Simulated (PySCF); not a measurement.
## Calculated data, BFH4NSi, AlBH4N2, Al2BClH3, AlBClH3N and others

Calculation on a computer-drawn molecule: optimised geometry and harmonic frequencies of an isolated molecule of the commonest isotopes, restricted reference for singlets and unrestricted otherwise, frozen core in MP2. Program: PySCF 2.14.0.

Common to all runs: basis cc-pV(D+d)Z.

(1) BFH4NSi

Start structure:
```xyz
8
BFH4NSi
N     -0.4735     0.6226    -3.4748
B     -0.1372    -0.5984    -3.9439
Si     0.4697    -1.9262    -2.7441
F      0.4346    -1.6133    -1.1621
H     -0.5224     0.9245    -2.4896
H     -0.8387     1.4351    -4.0260
H     -0.1410    -0.6548    -5.1187
H      1.0164    -3.3318    -2.7588
```

Settings of this run: charge 0, multiplicity 2 and method HF.

The calculation gives: rotational constants 11.39, 3.695, 2.826 GHz; total energy -469.9008 hartree; spin squared 0.7609; convergence status largest gradient component 9.448e-06 hartree/bohr.

Drawn bonds:
```csv
atom,other atom,order
1,2,1
2,3,1
3,4,1
1,5,1
1,6,1
2,7,1
3,8,1
```

Optimised structure:
```xyz
8
BFH4NSi
N     -0.5562     0.6102    -3.4317
B      0.0097    -0.5407    -3.9572
Si     0.8848    -1.8744    -2.7079
F      0.5452    -1.4602    -1.1604
H     -0.5985     0.7994    -2.4507
H     -0.9742     1.3209    -3.9968
H      0.0155    -0.7050    -5.1476
H      0.4817    -3.2926    -2.8657
```

Modes:
```csv
frequency (cm⁻¹),reduced mass (dalton)
100.8,4.629
146.3,2.405
386.9,4.33
456.9,1.161
585.2,3.544
629.2,1.234
688.8,1.382
827.4,1.851
878,2.317
947.3,1.125
966.7,1.181
1213,1.511
1401,3.609
1757,1.215
2293,1.043
2690,1.096
3800,1.051
3903,1.099
```

(2) AlBH4N2

Start structure:
```xyz
8
AlBH4N2
N     -1.5718    -0.4431    -0.8487
B     -3.0122    -0.5338    -0.7371
N     -3.5043    -1.5161     0.2349
Al    -4.3276     0.6726    -1.8604
H     -1.0267    -0.9644    -0.1893
H     -1.1075     0.2170    -1.3596
H     -4.5624    -1.6584     0.3208
H     -2.9363    -2.1462     0.7584
```

It was run with charge 0, multiplicity 1 and method HF.

It finds rotational constants 9.344, 3.642, 2.621 GHz; total energy -377.8701 hartree; convergence status largest gradient component 3.219e-05 hartree/bohr.

Drawn bonds:
```csv
atom,other atom,order
1,2,1
2,3,1
2,4,1
1,5,1
1,6,1
3,7,1
3,8,1
```

Optimised structure:
```xyz
8
AlBH4N2
N     -1.5892    -0.4327    -0.7750
B     -3.0032    -0.5614    -0.6866
N     -3.5370    -1.5288     0.2095
Al    -4.3568     0.7321    -1.9289
H     -0.9457    -0.9848    -0.2414
H     -1.1300     0.2173    -1.3749
H     -4.5131    -1.6869     0.3340
H     -2.9739    -2.1272     0.7824
```

Modes:
```csv
frequency (cm⁻¹),reduced mass (dalton)
135.8,4.628
273.6,1.277
281.1,2.834
304.4,5.177
352.4,1.151
501.3,1.009
504.5,2.661
643,1.389
931.4,1.221
989.9,1.988
1278,3.155
1347,4.483
1744,1.2
1758,1.145
3784,1.055
3786,1.055
3907,1.093
3908,1.093
```

(3) Al2BClH3

Start structure:
```xyz
7
Al2BClH3
B     -0.8630    -1.1588     0.6802
Al    -2.7144    -0.5175     0.1690
Al    -3.9261     1.1481    -1.4623
Cl    -4.4410     2.6291    -2.7851
H     -0.2659    -1.6486    -0.1155
H     -0.3557    -0.3574     1.4282
H     -4.2987    -0.8341     0.2517
```

Here we set charge 0, multiplicity 2 and method HF.

It finds rotational constants 7.66, 1.142, 1.079 GHz; total energy -969.7801 hartree; spin squared 0.8007; convergence status largest gradient component 1.66e-05 hartree/bohr.

Drawn bonds:
```csv
atom,other atom,order
1,2,1
2,3,1
3,4,1
1,5,1
1,6,1
2,7,1
```

Optimised structure:
```xyz
7
Al2BClH3
B     -0.9816    -0.9046     0.3920
Al    -3.0559    -0.4547     0.0769
Al    -3.9368     0.7940    -2.1061
Cl    -3.9929     2.9447    -2.1622
H     -0.4147    -1.7842    -0.2041
H     -0.2977    -0.2708     1.1533
H     -4.1852    -1.0636     1.0164
```

Modes:
```csv
frequency (cm⁻¹),reduced mass (dalton)
37.99,4.661
80.98,4.05
109,4.608
188.2,1.215
271,11.89
351.7,1.111
495,9.461
523.1,1.152
567.4,2.812
573.4,1.669
899,1.357
1233,1.13
1943,1.042
2645,1.054
2716,1.121
```

(4) AlBClH3N

Start structure:
```xyz
7
AlBClH3N
Al     0.0398    -0.7376    -0.6733
N      0.1915    -0.2697    -2.5329
B     -0.7702     0.0895    -3.3506
Cl    -2.0134     0.5331    -4.3278
H     -1.4460    -0.6326    -0.2278
H      1.4150    -1.1056    -0.0591
H      1.1258    -0.3057    -2.9261
```

Here we set charge 1, multiplicity 1 and method MP2.

The calculation gives: rotational constants 22.24, 1.592, 1.485 GHz; total energy -782.5781 hartree; convergence status largest gradient component 2.234e-05 hartree/bohr.

Drawn bonds:
```csv
atom,other atom,order
1,2,1
2,3,1
3,4,1
1,5,1
1,6,1
2,7,1
```

Optimised structure:
```xyz
7
AlBClH3N
Al     0.0344    -0.7375    -0.6705
N      0.2290    -0.2726    -2.5437
B     -0.7680     0.0886    -3.3482
Cl    -2.0598     0.5247    -4.2690
H     -1.4677    -0.6150    -0.2827
H      1.4004    -1.1097    -0.0342
H      1.1742    -0.3070    -2.9492
```

Modes:
```csv
frequency (cm⁻¹),reduced mass (dalton)
88.56,5.458
163.6,1.193
371.7,4.004
402.9,6.311
457,1.883
505.6,1.177
615.3,1.181
618.3,3.09
748.2,1.061
775.9,4.857
1042,1.294
1726,10.52
2061,1.018
2108,1.07
3526,1.076
```

(5) ClH3OSi2

Start structure:
```xyz
7
ClH3OSi2
O      0.4026    -3.0980    -0.4945
Si     0.2633    -1.6010     0.2800
Si    -1.4439    -1.7714     1.8430
Cl    -0.9271    -0.4147    -0.9333
H     -0.3127    -3.5586    -0.8464
H      1.6069    -1.1946     0.0293
H     -1.0422    -0.8153     2.9113
```

Settings of this run: charge 0, multiplicity 1 and method HF.

It finds rotational constants 3.803, 2.565, 1.692 GHz; total energy -1114.0248 hartree; convergence status largest gradient component 9.378e-06 hartree/bohr.

Drawn bonds:
```csv
atom,other atom,order
1,2,1
2,3,1
2,4,1
1,5,1
2,6,1
3,7,1
```

Optimised structure:
```xyz
7
ClH3OSi2
O      0.4261    -3.0896    -0.6516
Si     0.1496    -1.7195     0.2100
Si    -1.4116    -1.8809     2.0123
Cl    -0.9525    -0.3533    -0.9535
H     -0.3005    -3.6353    -0.9146
H      1.4808    -1.1355     0.4214
H     -0.8449    -0.6395     2.6655
```

Modes:
```csv
frequency (cm⁻¹),reduced mass (dalton)
80.84,16.91
183.6,3.003
248.1,3.033
256.5,1.116
327.1,1.711
424.9,5.224
514.6,11.93
691.9,1.198
796.9,1.103
846.6,1.315
924.3,2.985
948.9,1.321
2163,1.042
2364,1.043
4167,1.067
```
